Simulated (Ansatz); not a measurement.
AgI, charge +1, doublet, at a GFN2-xTB geometry (such geometries of metal compounds can be far from the true shape) (the multiplicity is a formal guess) (all electrons, no relativity); HF/3-21G (Ansatz, an electronic-structure program).

Input for Ansatz:
Ansatz 0.2 input:
```yaml
crystal:
  periodic: [false, false, false]
  atoms:
    - {symbol: Ag, position_ang: [-0.00000000, -0.00000000, -1.41075553]}
    - {symbol: I, position_ang: [0.00000000, 0.00000000, 1.25104736]}
basis:
  gaussian:
    orbitals: 3-21G.json
hamiltonian:
  xc: hf
total_charge: 1
magnetization: {spin_polarized: true, initial_magnetization: 1}
```
The basis file holds 3-21G in the JSON format of the Basis Set Exchange.

Output, abridged:

```
Functional definition: HF
893 factors; integrals over basis functions are off by at most 4.2e-4 eV
mean field evaluation 1: about -328203.1192 eV, gradient 4.1e1 eV
mean field evaluation 2: about -328203.1222 eV, gradient 4.1e1 eV
mean field evaluation 4: about -328208.6557 eV, gradient 1.6e0 eV
mean field evaluation 8: about -328208.7093 eV, gradient 1.3e-1 eV
mean field evaluation 16: about -328208.4144 eV, gradient 7.5e-1 eV
mean field evaluation 32: about -328207.9622 eV, gradient 2.5e0 eV
mean field evaluation 64: about -328206.9252 eV, gradient 2.7e1 eV
mean field -328208.70971788 eV, -12061.4476142783 hartree, gradient 2.3e-5 eV, S^2 0.751674; 3 other end points of the search recorded, 0 dependent functions left out
reference -328208.70971788 eV, -12061.4476142783 hartree; 50, 49 occupied and 22, 23 virtual orbitals, 893 factors
Total energy: -328208.70971788 eV, -12061.4476142783 hartree
```
